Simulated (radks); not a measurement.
The numbers below are computed, except where a source is named.
Question: Isoelectronic series with 18 electrons, all held in the configuration [Ar], which need not be the ground one along the series. Level of theory: non-relativistic Kohn-Sham, PBEsol, spin-polarised, spherical densities, point nucleus (a radial shooting solver on a logarithmic mesh with Libxc functionals). Total energies (hartree) and orbital eigenvalues (Ry):

ion    E (hartree)         3p         3s
Ar      -526.60663   -0.75332   -1.76211
Ca2+    -675.84253   -3.15931   -4.52967
Ti4+    -844.77743   -6.55839   -8.29508
Cr6+   -1033.35040  -10.89720  -13.00154
Fe8+   -1241.53198  -16.15475  -18.62729
Ni10+  -1469.30562  -22.32049  -25.16149
Zn12+  -1716.66113  -29.38842  -32.59801
Ge14+  -1983.59185  -37.35483  -40.93308
Se16+  -2270.09323  -46.21728  -50.16422
Kr18+  -2576.16204  -55.97410  -60.28977
Sr20+  -2901.79591  -66.62413  -71.30852
Zr22+  -3246.99307  -78.16648  -83.21960
Ru26+  -3996.07215  -103.9258  -109.7163
Pd28+  -4399.95219  -118.1418  -124.3011
Cd30+  -4823.39161  -133.2483  -139.7763
Sn32+  -5266.38988  -149.2452  -156.1418
Te34+  -5728.94655  -166.1320  -173.3974
Xe36+  -6211.06125  -183.9088  -191.5428
Ba38+   -6712.7337  -202.5754  -210.5781
Ce40+   -7233.9636  -222.1316  -230.5030
Nd42+   -7774.7507  -242.5774  -251.3174

Estimate the row of Mo24+.

Answer: E (hartree) -3611.75217; 3p -90.60052; 3s -96.02237.
